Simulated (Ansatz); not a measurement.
Cost and result for the atomization energy of CH9FN2OSi2, SMILES `CO[Si@@H](N)[Si@H](N)F` (16 atoms, 15 bonds).

Z-matrix (Å, degrees):
```
C
O 1 1.408
H 1 1.095 2 111.4
H 1 1.092 2 108.4 3 119.4
H 1 1.098 2 112.0 3 -121.1
Si 2 1.656 1 122.3 3 64.9
Si 6 2.347 2 108.5 1 64.0
N 6 1.708 2 116.3 1 -54.9
H 6 1.482 2 102.8 1 -174.1
N 7 1.699 6 108.1 2 35.5
F 7 1.622 6 106.0 2 -86.8
H 7 1.486 6 117.6 2 157.5
H 8 1.006 6 123.6 2 -72.0
H 8 1.006 6 121.7 2 89.4
H 10 1.006 7 123.9 6 166.6
H 10 1.006 7 121.9 6 -29.4
```

The species carries charge 0 and has multiplicity 1. All single points use the PBE0-D4/def2-TZVP geometry. It is one conformer, not always the lowest. Program: Ansatz. All runs use 3 threads of an AMD EPYC 7R13 on a shared host and a share of an NVIDIA H100 80 GB. Times are those of one run each, without the atoms' runs, and a repeat can differ threefold. Electronic energies, without spin–orbit coupling; frozen cores. CCSD(T)/CBS adds CCSD(T) − MP2 in def2-TZVPP to the MP2 limit, and its time is that of the two runs behind it. T1 = 0.012. B3LYP takes the VWN-RPA correlation (the form of Gaussian; ORCA's B3LYP/G).

CCSD(T)/CBS is a level of theory with its own doubt, some kJ/mol a heavy atom from the limit and from the frozen cores, so smaller differences don't rank the functionals.

```
                             level  functions  wall time
   PBE-D4/def2-TZVPP (with forces)        365      3.8 s
             r2SCANh-D4/def2-TZVPP        365      4.5 s
                BLYP-D4/def2-TZVPP        365      5.5 s
                PBE0-D4/def2-TZVPP        365        6 s
               BHLYP-D4/def2-TZVPP        365        6 s
 B3LYP-D4/def2-TZVPP (with forces)        365        7 s
               PBE-QIDH/def2-TZVPP        365        7 s
r2SCAN-D4/def2-TZVPP (with forces)        365      7.5 s
                ωB97X-V/def2-TZVPP        365        9 s
                  CCSD(T)/def2-SVP        151       14 s
                    MP2/def2-QZVPP        695       15 s
                CCSD(T)/def2-TZVPP        365       46 s
                 CCSD(T)/CBS(def2)          –       61 s
```

Q: What atomization energy does each give, and how far from CCSD(T)/CBS? (An estimate is asked.)

A: The calculation gave: 
| level | atomization (kJ/mol) | difference from CCSD(T)/CBS | per bond |
| --- | --- | --- | --- |
| PBE-D4/def2-TZVPP (with forces) | 5969.5 | 63.0 | 4.2 |
| r2SCANh-D4/def2-TZVPP | 5834.6 | -71.9 | -4.8 |
| BLYP-D4/def2-TZVPP | 5898.6 | -7.9 | -0.5 |
| PBE0-D4/def2-TZVPP | 5855.2 | -51.3 | -3.4 |
| BHLYP-D4/def2-TZVPP | 5724.4 | -182.1 | -12.1 |
| B3LYP-D4/def2-TZVPP (with forces) | 5899.5 | -7.0 | -0.5 |
| PBE-QIDH/def2-TZVPP | 5809.9 | -96.6 | -6.4 |
| r2SCAN-D4/def2-TZVPP (with forces) | 5875.5 | -31.0 | -2.1 |
| ωB97X-V/def2-TZVPP | 5926.4 | 19.9 | 1.3 |
| CCSD(T)/def2-SVP | 5424.9 | -481.6 | -32.1 |
| MP2/def2-QZVPP | 5922.8 | 16.3 | 1.1 |
| CCSD(T)/def2-TZVPP | 5718.3 | -188.2 | -12.5 |
| CCSD(T)/CBS(def2) | 5906.5 | 0.0 | 0.0 |

The D4 term adds +62.5 kJ/mol with B3LYP and +33.7 kJ/mol with PBE0; it sums over pairs of atoms, weighted by their polarisabilities, and B3LYP, whose exchange is more repulsive, gets the larger term. At CCSD(T), def2-SVP lies −481.6 kJ/mol from the extrapolated value and def2-TZVPP −188.2 kJ/mol: correlation converges slowly with the basis, and small sets miss more of it in the bonded molecule than in its fragments. From PBE to PBE0 (25 % exact exchange), in def2-TZVPP and without D4, the atomization energy moves by −108.9 kJ/mol: exact exchange takes away binding that semilocal exchange gives to molecules.
